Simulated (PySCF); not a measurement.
Compound: C3H7BO2.
Bonds: C1–B2, B2–O3, O3–C4, C4–C5, C5–O6, B2–O6. Hydrogens: H7, H8, H9 on C1; H10, H11 on C4; H12, H13 on C5.

Level of theory: PySCF, PBE0-D3(BJ)/def2-SVP geometry optimisation, gas phase.

Problem. List the bond lengths, angles and torsions at this level.

Solution. 
```
                   bond  length (Å)   order
                  C1–B2       1.561  single
           B2–O3, B2–O6       1.369  single
           O3–C4, C5–O6       1.415  single
                  C4–C5       1.544  single
    C1–H7, C1–H8, C1–H9       1.100  single
C4–H10 and 3 like bonds       1.102  single
```

Bonds in one row agree within 0.01 Å and their mean is given. Orders are formal, as drawn. A selection of angles:
```
     angle  degrees
  B2–C1–H7    111.9
  B2–C1–H9    109.6
  H7–C1–H8    109.3
  H7–C1–H9    107.9
  C1–B2–O3    123.6
  O3–B2–O6    112.5
  B2–O3–C4    108.8
  O3–C4–C5    105.0
 O3–C4–H10    109.5
 C5–C4–H10    112.5
 C5–C4–H11    112.5
H10–C4–H11    107.8
```

Dihedral angles: C1–B2–O3–C4 -179° (antiperiplanar); B2–O3–C4–C5 0° (synperiplanar); O3–C4–C5–O6 -1° (synperiplanar); C4–C5–O6–B2 1° (synperiplanar); C1–B2–O6–C5 179° (antiperiplanar). The mirror-image conformer, all signs reversed, is as good.

B2 (three-coordinate boron) is planar (angles 123.9°, 123.6° and 112.5°, sum 360.0°, 0.01 Å off the plane of its three neighbours). O3 (boron-bound oxygen) is bent (angle 108.8°). The 6 heavy atoms lie in one plane (0.006 Å rms). The 5-membered ring B2–O3–C4–C5–O6 has internal angles of 105.0° to 112.5° (sum 540°, against 540° for a flat polygon); it is planar, 0.00 Å rms from its mean plane, widest ring torsion 1°.

Point group: near Cs, missed by 0.36 Å at most; the miss may be what the optimiser left on a soft mode. No PBE0-D3(BJ)/def2-SVP frequencies stand behind this structure, so it isn't proved a minimum.

The run took 23 s wall on an Arm Neoverse V2 with one thread, shared host with 192 logical CPUs at a one-minute load of 92, and the process peaked at 0.51 GiB of memory. These figures are those of the optimisation.
